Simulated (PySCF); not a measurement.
**Radial density of O⁺ (oxygen, charge +1)**

UHF, [He] 2s2 2p3, high-spin 4S determinant. Calculation: PySCF 2.14, in aug-cc-pVTZ with one added diffuse shell each of s, p, d, f type (6s5p4d3f, 62 functions); no relativity, point nucleus.

| r (bohr) | 4πr²ρ (e/bohr) | 4πr²(ρα − ρβ) |
| --- | --- | --- |
| 0.00366 | 0.04951 | 0.0000 |
| 0.00615 | 0.1352 | 0.0000 |
| 0.0103 | 0.3564 | 0.0001 |
| 0.0174 | 0.9025 | 0.0003 |
| 0.0293 | 2.112 | 0.0012 |
| 0.0493 | 4.359 | 0.0052 |
| 0.0828 | 7.259 | 0.0244 |
| 0.139 | 8.536 | 0.1166 |
| 0.234 | 5.879 | 0.4614 |
| 0.394 | 3.072 | 1.4064 |
| 0.663 | 4.157 | 2.5324 |
| 1.12 | 3.691 | 2.0837 |
| 1.88 | 0.9470 | 0.5378 |
| 3.16 | 0.04448 | 0.0272 |
